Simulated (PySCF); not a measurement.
Numbering as in the mapped SMILES `[CH3:1]/[C:2]([SiH3:3])=[CH:4]\[F:5]`; H(Xn) means a hydrogen on atom n.

GIAO PBE0/pcSseg-1 shifts (PySCF, gas phase, non-relativistic, equivalent atoms averaged), each against references optimised in the same way as the molecule (TMS, CFCl3).

On the GFN2-xTB geometry: C4 160.8, C2 113.1, C1 14.1, Si3 -71.7, F5 -95.1, H(C4) 6.76, H(Si3) 4.11, H(C1) 1.98 ppm.

What changes on the PBE0-D3(BJ)/def2-SVP geometry?

Answers


| atoms | δ (ppm) | change |
| --- | --- | --- |
| C4 | 160.6 | -0.2 |
| C2 | 111.0 | -2.1 |
| C1 | 12.8 | -1.3 |
| Si3 | -65.7 | +6.0 |
| F5 | -85.4 | +9.7 |
| H(C4) | 6.68 | -0.08 |
| H(Si3) | 4.12 | +0.01 |
| H(C1) | 1.88 | -0.10 |

Unscaled 19F shifts against computed CFCl3 carry errors that often reach 10 to 50 ppm.

Part of each change is the reference's own: σ(TMS, C) goes from 186.9 to 184.4 ppm, σ(TMS, Si) goes from 349.2 to 352.0 ppm, σ(CFCl3, F) goes from 170.9 to 177.2 ppm, σ(TMS, H) goes from 31.72 to 31.27 ppm.

Bonds between heavy atoms that differ most (equivalent bonds averaged): C4–F5 1.352 → 1.333 Å, C2–Si3 1.885 → 1.870 Å, C2–C4 1.323 → 1.336 Å, C1–C2 1.498 → 1.502 Å. Mean change of bonds to hydrogen: C–H +0.013 Å, Si–H +0.032 Å.
